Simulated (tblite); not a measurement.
Parent: `[CH:1]#[C:2][C@@H:3]1[C:4](=[O:5])[SiH2:6][C@@H:7]1[CH3:8]` with C2–C3–C4–O5 82°, C3–C4–Si6–C7 -12°, C4–Si6–C7–C8 134°, C2–C3–C7–Si6 99°, C6H8OSi.

The geometries are computed with GFN2-xTB (gas phase). One conformer each, not checked by frequencies here.

| coordinate of the parent | value |
| --- | --- |
| C1≡C2 | 1.198 Å |
| C2–C3 | 1.442 Å |
| C3–C4 | 1.538 Å |
| C4=O5 | 1.199 Å |
| C4–Si6 | 1.933 Å |
| Si6–C7 | 1.928 Å |
| C7–C8 | 1.521 Å |
| C3–C7 | 1.557 Å |
| C1–C2–C3 | 178.1° |
| C2–C3–C4 | 108.0° |
| C2–C3–C7 | 114.0° |
| C4–C3–C7 | 97.5° |
| C3–C4–O5 | 128.5° |
| C3–C4–Si6 | 92.8° |
| O5–C4–Si6 | 138.5° |
| C4–Si6–C7 | 74.1° |
| Si6–C7–C8 | 120.0° |
| C3–C7–Si6 | 92.4° |
| C3–C7–C8 | 115.7° |

Question: In one relative the bonds that all share with the parent change as follows (parent's numbers): C1–C2 0.000, C2–C3 +0.002, C3–C4 +0.003, C4–O5 -0.003, C4–Si6 +0.007, Si6–C7 +0.024, C3–C7 -0.010 Å. Which is it?
A. `[CH:1]#[C:2][C@H:3]1[CH2:4][SiH2:5][C:6]1=[O:7]`
B. `[CH:1]#[C:2][C@@H:3]1[C:4](=[O:5])[SiH2:6][C@@H:7]1[SiH2:8][CH3:9]` with Si6–C7–Si8–C9 -47°, C2–C3–C4–O5 34°, C3–C4–Si6–C7 12°, C4–Si6–C7–Si8 107°, C2–C3–C7–Si6 139°
C. `[CH:1]#[C:2][C@@H:3]1[C:4](=[O:5])[SiH2:6][C@@H:7]1[SiH3:8]` with C2–C3–C4–O5 82°, C3–C4–Si6–C7 -12°, C4–Si6–C7–Si8 135°, C2–C3–C7–Si6 100°
D. `[CH:1]#[C:2][C@H:3]1[C:4](=[CH2:5])[SiH2:6][C:7]1=[O:8]`
E. `[CH:1]#[C:2][C@@H:3]1[C:4](=[O:5])[SiH2:6][C@@H:7]1[CH:8]=[O:9]` with Si6–C7–C8–O9 90°, C2–C3–C4–O5 82°, C3–C4–Si6–C7 -13°, C4–Si6–C7–C8 136°, C2–C3–C7–Si6 98°

Answer: E. The changes in all of them (Å):

```tsv
SMILES	C1–C2	C2–C3	C3–C4	C4–O5	C4–Si6	Si6–C7	C3–C7
C#C[C@@H]1C(=O)[SiH2][C@@H]1[SiH2]C	0.000	-0.004	-0.002	0.000	-0.002	-0.007	-0.001
C#C[C@H]1C(=C)[SiH2]C1=O	0.000	-0.001	+0.007	-0.001	+0.009	-0.030	-0.030
C#C[C@@H]1C(=O)[SiH2][C@@H]1C=O	0.000	+0.002	+0.003	-0.003	+0.007	+0.024	-0.010
C#C[C@H]1C[SiH2]C1=O	0.000	-0.003	+0.002	-0.001	+0.004	-0.009	-0.006
C#C[C@@H]1C(=O)[SiH2][C@@H]1[SiH3]	0.000	0.000	+0.001	0.000	-0.002	-0.006	-0.003
```

Atoms are paired thus: C#C[C@@H]1C(=O)[SiH2][C@@H]1[SiH2]C: C1 = C1, C2 = C2, C3 = C3, C4 = C4, O5 = O5, Si6 = Si6, C7 = C7; C#C[C@H]1C(=C)[SiH2]C1=O: C1 = C1, C2 = C2, C3 = C3, C4 = C7, O5 = O8, Si6 = Si6, C7 = C4, C8 = C5; C#C[C@@H]1C(=O)[SiH2][C@@H]1C=O: C1 = C1, C2 = C2, C3 = C3, C4 = C4, O5 = O5, Si6 = Si6, C7 = C7, C8 = C8; C#C[C@H]1C[SiH2]C1=O: C1 = C1, C2 = C2, C3 = C3, C4 = C6, O5 = O7, Si6 = Si5, C7 = C4; C#C[C@@H]1C(=O)[SiH2][C@@H]1[SiH3]: C1 = C1, C2 = C2, C3 = C3, C4 = C4, O5 = O5, Si6 = Si6, C7 = C7.
